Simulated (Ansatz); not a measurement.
Ansatz (a quantum-chemistry and plane-wave program) input:
A basis named .json is the Basis Set Exchange file of that set.

Ansatz 0.2 input:
```yaml
crystal:
  periodic: [false, false, false]
  atoms:
    - {symbol: Si, position_ang: [-0.29261459, -0.25535547, 0.13805888]}
    - {symbol: O, position_ang: [-0.77350728, 1.29888723, -0.12302380]}
    - {symbol: O, position_ang: [1.24726754, -0.64578285, -0.25574789]}
    - {symbol: H, position_ang: [-1.13014126, -1.19216612, -0.63371661]}
    - {symbol: H, position_ang: [-0.53978847, -0.31014256, 1.60813688]}
    - {symbol: H, position_ang: [1.97645180, -0.14754966, 0.12292887]}
basis:
  gaussian:
    orbitals: aug-cc-pV_D+d_Z.json
magnetization: {spin_polarized: true, initial_magnetization: 1}
correlation: {method: ccsd_t, electrons: outside_noble_gas}
output: {forces: true}
```

Problem. Predict the final energy.

Solution. -440.97152 Eh (CCSD(T)/aug-cc-pV(D+d)Z). The basis has 105 functions.

It need not be the lowest isomer of its formula.
